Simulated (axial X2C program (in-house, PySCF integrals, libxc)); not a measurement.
## Worked dissociation energy of InBr: MP2, spin-free

All values were computed with an axial X2C code built on PySCF integrals. Spin-free means the one-electron spin-free X2C Hamiltonian. Basis: In dyall-cv3z [11s12p9d4f1g], Br dyall-cv3z [8s9p6d4f1g] (cores contracted in-house); Gaussian nuclei, density fitting, unrestricted open shells. Masses: In 114.904 u, Br 78.918 u.

Molecular state: M_S = 0, Λ = 0 (closed shell).

Correlated methods: 20 electrons correlated (number of frozen shells: In 4 s, 3 p, 1 d; Br 3 s, 2 p, 1 d), 274 virtual spin orbitals or spinors in MP2.

- E(In) (2M_S = 1, M_L = 1): -5878.802035 hartree
- E(Br) (2M_S = 1, M_L = 0): -2604.640779 hartree
- E(InBr) at Re: -8483.595840 hartree
- ωe: 222.1 cm⁻¹
- ωexe: 0.497 cm⁻¹

Task: Work out De and D0.

Result: De = -5878.802035 + (-2604.640779) − (-8483.595840) = 0.15303 hartree = 4.164 eV. The zero-point energy is ωe/2 − ωexe/4 = 111 cm⁻¹ = 0.014 eV, so D0 = 4.150 eV.

The state is a single determinant with fixed occupations, the lowest that a limited PBE0 search found. The closed shell is kept restricted, so the energy runs too high when the bond is stretched far. De is counted from the lowest determinant-based energies of the atoms at the same level, without counterpoise correction. Spin–orbit coupling changes these values markedly for this molecule (Re by over 0.02 Å or De by over 0.25 eV), so the spin-free numbers are a model. Spin-free De lacks the spin–orbit lowering of the heavy p-block atom, a tenth of an eV or more for 4p and 5p, up to an eV for 6p and one to two eV for 7p atoms, less what an open-shell molecule gains itself.

Each atomic determinant is the lowest at this level and need not be a pure term. Totals compare only within one Hamiltonian and basis.
